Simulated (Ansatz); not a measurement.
`F[Si](F)(F)[SnH3]` + `[AlH2][SH]` → `[AlH2][S][SnH3]` + `F[SiH](F)F`  (cleavage of the Sn–Si bond)

Computed with Ansatz on PBE0-D4/def2-TZVP structures; ΔE is electronic, products minus reactants. CCSD(T)/CBS adds triple-zeta CCSD(T) − MP2 to the extrapolated MP2 energy (def2 sets, frozen cores). This one scheme is used for every species. Elements past krypton have def2 core potentials. For Sn outer-core shells are correlated without core-valence functions, which leaves a few kJ/mol of doubt a bond.

`F[Si](F)(F)[SnH3]`:

Z-matrix (Å, degrees):
```
Si
F 1 1.583
F 1 1.583 2 106.8
F 1 1.583 2 106.8 3 -113.9
Sn 1 2.553 2 112.0 3 123.1
H 5 1.701 1 109.0 2 59.8
H 5 1.701 1 109.0 2 179.8
H 5 1.701 1 109.0 2 -60.2
```

`[AlH2][SH]`:

Cartesian coordinates in Å:
```
Al -0.596 -0.247 -0.090
S 0.941 1.300 -0.071
H -2.038 0.197 -0.553
H -0.207 -1.714 0.351
H 1.900 0.465 0.363
```

`[AlH2][S][SnH3]`:

Cartesian coordinates in Å:
```
Al 1.132 -1.172 1.095
S 1.373 0.778 0.172
Sn -0.802 0.975 -0.852
H -0.249 -1.930 0.909
H 2.345 -1.760 1.917
H -1.017 -0.304 -1.958
H -0.785 2.481 -1.647
H -1.997 0.932 0.363
```

`F[SiH](F)F`:

```xyz
5

F     0.012    0.641   -1.421
Si   -0.035   -0.019    0.006
F     0.162    1.113    1.079
F     1.168   -1.025    0.123
H    -1.307   -0.710    0.212
```

```tsv
species	HF/CBS(def2) energy (Eh)
`F[Si](F)(F)[SnH3]`	-802.72577
`[AlH2][SH]`	-641.27007
`[AlH2][S][SnH3]`	-855.79411
`F[SiH](F)F`	-588.22817
```

Work out ΔE.

ΔE = (-855.79411) + (-588.22817) − (-802.72577) − (-641.27007) = -0.02644 Eh = -69.4 kJ/mol. CCSD(T)/CBS gives -60.7 kJ/mol.

Largest T1 diagnostic among the species: 0.013.

At CCSD(T), def2-SVP lies +5.0 kJ/mol from the extrapolated value and def2-TZVPP +2.8 kJ/mol. From PBE to PBE0 (25 % exact exchange), in def2-TZVPP and without D4, ΔE moves by −6.8 kJ/mol. Leaving LDA and LC-ωPBE aside and taking each functional with its dispersion term where it has one, the values, not all of them listed here, spread over 16.5 kJ/mol, from PBE-QIDH to PBE-D4. LDA lies +3.9 kJ/mol from PBE without D4.
